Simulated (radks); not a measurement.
Effect of the nuclear size on the arsenic ion As+, [Ar] 3d10 4s2 4p2. Method: Dirac Kohn-Sham, BLYP, spin-unpolarised, spherical densities, finite nucleus; open shells are shared between the two j in proportion to 2j + 1; Fermi nuclear charge, rms radius 4.0968 fm; computed with a radial shooting solver on a logarithmic mesh with Libxc functionals. The rms radius is varied about that value; shifts are against it.

rms radius (fm),total energy shift (eV),density at nucleus (e/bohr^3),1s1/2 shift (meV),2s1/2 shift (meV),3p1/2 shift (meV),4s1/2 shift (meV)
3.4946,-0.108,3.596e+04,-46.0,-4.52,0.071,-0.058
3.9165,-0.0341,3.568e+04,-14.5,-1.42,0.022,-0.018
4.0968,0,3.558e+04,0.000,0.000,0.000,0.000
4.2443,0.0290,3.549e+04,12.3,1.21,-0.019,0.015
5.0432,0.202,3.508e+04,85.9,8.45,-0.133,0.108

Slopes of the eigenvalues against <r^2> in GHz/fm^2, as finite differences over the two radii next to the reference (eigenvalue slopes, not the field-shift constants of lines): 1s1/2 2420, 2s1/2 238, 3p1/2 -3.74, 4s1/2 3.05.
